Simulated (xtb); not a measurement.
Job for xtb: GFN1-xTB on GeH5NO (SMILES [NH2][GeH2][OH]), a point of a torsion scan.

```
$ xtb mol.xyz --gfn 1 --sp --chrg 0 --uhf 0
8

N      1.26901044    -0.20460109     0.21165741
Ge    -0.31673557     0.64197331    -0.01400318
O     -1.46052456    -0.20814391     0.97332131
H      1.23115900    -1.19384521     0.40986496
H      2.02336671    -0.01966605    -0.42879928
H     -0.96701526     0.56412647    -1.36607653
H     -0.13012262     2.05930349     0.45325195
H     -1.22415156    -0.33793258     1.88933656
```

Problem. Give the final energy of this run.

Solution. -12.2848 hartree.
